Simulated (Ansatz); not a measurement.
`Cl[SiH](Br)Br` + CH₄ → `C[SiH](Cl)Br` + HBr  (formal exchange of groups at the Si–Br bond)

Computed with Ansatz on PBE0-D4/def2-TZVP structures; ΔE is electronic, products minus reactants. CBS: MP2 limit from def2 TZ/QZ plus the TZ coupled-cluster correction, frozen cores. This one scheme is used for every species. Functionals use def2-TZVPP. HSE06 is defined as in plane-wave codes. For Br outer-core shells are correlated without core-valence functions, which leaves a few kJ/mol of doubt a bond. Scalar relativity is left out up to krypton.

`Cl[SiH](Br)Br`:

Z-matrix (Å, degrees):
```
Si
Cl 1 2.032
Br 1 2.197 2 109.7
Br 1 2.197 2 109.7 3 120.9
H 1 1.471 2 109.1 3 -119.5
```

CH₄:

```xyz
5

C     0.000    0.000    0.000
H    -0.505   -0.266   -0.928
H     0.875    0.609   -0.225
H     0.312   -0.907    0.516
H    -0.682    0.564    0.636
```

`C[SiH](Cl)Br`:

Cartesian coordinates in Å:
```
C -0.012 -0.475 -0.926
Si 0.107 0.465 0.661
Cl -1.617 1.529 0.969
Br 0.397 -0.944 2.348
H 0.906 -1.043 -1.095
H -0.853 -1.171 -0.894
H -0.160 0.216 -1.759
H 1.231 1.424 0.696
```

HBr:

Cartesian coordinates in Å:
```
Br 0.101 -0.425 -0.560
H -0.101 0.425 0.560
```

| level | ΔE (kcal/mol) |
| --- | --- |
| PBE-D4 | 19.9 |
| r2SCAN0-D4 | 20.1 |
| PBE-QIDH | 20.0 |
| PBE | 19.7 |
| HSE06 | 19.7 |
| RPA@PBE/def2-TZVPP | 17.9 |
| CCSD/def2-SVP | 18.0 |
| MP2/def2-TZVPP | 20.3 |

Q: What does CCSD(T)/CBS give? (Best estimate.)

A: Ansatz gave: +20.0 kcal/mol. The listed levels differ from it by -0.1, 0.1, 0.0, -0.3, -0.3, -2.1, -2.0, 0.3 kcal/mol.

Largest T1 diagnostic among the species: 0.008.

At CCSD(T), def2-SVP lies −1.9 kcal/mol from the extrapolated value and def2-TZVPP −1.4 kcal/mol. Leaving LDA and LC-ωPBE aside and taking each functional with its dispersion term where it has one, the values, not all of them listed here, spread over 1.6 kcal/mol, from CAM-B3LYP-D4 to BHLYP-D4. LDA lies −1.4 kcal/mol from PBE without D4.

CCSD(T)/CBS has its own doubt, a few kJ/mol and more with outer-core shells, so smaller differences from it don't rank the levels.
